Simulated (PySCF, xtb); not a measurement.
C3H5, SMILES [CH2]C=C, multiplicity 2.

The structure is a stationary point at ωB97X-D3(BJ)/def2-TZVP. The isomer is the one that the SMILES or the coordinates give; other isomers of the formula were not compared.

The numbers are results of IEF-PCM-PBE0/def2-SVP in PySCF, not measurements.

The values are the electrostatic part of the solvation free energy, E(continuum) − E(gas) at the gas-phase geometry, in a cavity of scaled van der Waals radii (PySCF's table); cavitation and dispersion terms are not included. The dipole moment in vacuum is 0.05 D.

Computed values in water (ε = 78.36), N,N-dimethylformamide (ε = 37.22), 2-propanol (ε = 19.26):
```tsv
solvent	ε	ΔG(elec) (kcal/mol)	dipole (D)
water	78.36	-1.5	0.05
N,N-dimethylformamide	37.22	-1.5	0.05
2-propanol	19.26	-1.4	0.05
```

For comparison, GFN2-xTB/ALPB(water) (xtb, at the GFN2-xTB geometry, all terms of that model) gives -0.3 kcal/mol.
